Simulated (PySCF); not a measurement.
B(Cl)(GeH3)(OMe) (CH₆BClGeO), SMILES [B](Cl)([GeH3])OC. Atoms are numbered in the order given.

```xyz
11

B     -0.0533     0.7008     0.0000
Cl     1.3210     1.8272     0.0000
Ge     0.3230    -1.3546     0.0000
H     -0.3021    -2.0538     1.2426
H     -0.3021    -2.0538    -1.2426
H      1.8423    -1.6527     0.0000
O     -1.2774     1.2659     0.0000
C     -2.5039     0.5495     0.0000
H     -3.0854     0.8337     0.9000
H     -3.0854     0.8337    -0.9000
H     -2.3526    -0.5510     0.0000
```
Charge 0, spin multiplicity 1.

The structure is a stationary point at PBE-D3(BJ)/def2-SVP. Other conformers were not sampled.

Level of theory: r2SCAN/def2-TZVP in PySCF.

Atomic charges (e):

```json
[
 {"atom": "B1", "Mulliken": "0.22", "Löwdin": "-1.21", "IAO": "0.14"},
 {"atom": "Cl2", "Mulliken": "-0.15", "Löwdin": "0.55", "IAO": "-0.09"},
 {"atom": "Ge3", "Mulliken": "-0.09", "Löwdin": "0.37", "IAO": "0.23"},
 {"atom": "H4", "Mulliken": "0.00", "Löwdin": "-0.04", "IAO": "-0.07"},
 {"atom": "H5", "Mulliken": "0.00", "Löwdin": "-0.04", "IAO": "-0.07"},
 {"atom": "H6", "Mulliken": "0.01", "Löwdin": "-0.04", "IAO": "-0.06"},
 {"atom": "O7", "Mulliken": "-0.22", "Löwdin": "0.35", "IAO": "-0.34"},
 {"atom": "C8", "Mulliken": "-0.14", "Löwdin": "-0.29", "IAO": "-0.19"},
 {"atom": "H9", "Mulliken": "0.13", "Löwdin": "0.12", "IAO": "0.16"},
 {"atom": "H10", "Mulliken": "0.13", "Löwdin": "0.12", "IAO": "0.16"},
 {"atom": "H11", "Mulliken": "0.11", "Löwdin": "0.12", "IAO": "0.13"}
]
```
